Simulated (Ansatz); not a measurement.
`CCC[SiH3]` and `BCC[SiH3]` differ in one atom or group.

Ansatz, PBE0-D4/def2-TZVP geometries, multiplicity 1. Each molecule was computed in one conformer, which needn't be the lowest.

```csv
property,`CCC[SiH3]`
size of the dipole moment (PBE/def2-TZVPP) / D,0.95
HOMO–LUMO gap (PBE/def2-TZVPP) / eV,7.15
size of the dipole moment (B3LYP/def2-TZVPP) / D,0.89
HOMO–LUMO gap (B3LYP/def2-TZVPP) / eV,8.74
size of the dipole moment (ωB97M-V/def2-TZVPP) / D,0.89
LUMO energy (PBE0/def2-TZVPP) / eV,0.72
```

(1) Give the same properties after the change, and the shifts. (Estimate.)

## Answers

(1) The calculation gave: 
```
                                          property  `BCC[SiH3]`  shift
    size of the dipole moment (PBE/def2-TZVPP) / D         0.48  -0.47
               HOMO–LUMO gap (PBE/def2-TZVPP) / eV         4.90  -2.25
  size of the dipole moment (B3LYP/def2-TZVPP) / D         0.35  -0.54
             HOMO–LUMO gap (B3LYP/def2-TZVPP) / eV         6.71  -2.03
size of the dipole moment (ωB97M-V/def2-TZVPP) / D         0.31  -0.58
                LUMO energy (PBE0/def2-TZVPP) / eV        -1.10  -1.82
```

With PBE0 the HOMO rises by 0.28 eV and the LUMO falls by 1.82 eV, so the gap narrows by about 2.10 eV. PBE moves the HOMO by 0.23 eV and ωB97M-V by 0.28 eV. Dipoles are sizes alone; their direction can turn.

Positive LUMOs are unbound, so they and the gaps depend on the basis.

B3LYP here is the variant with VWN-RPA as its local correlation; programs differ in this.
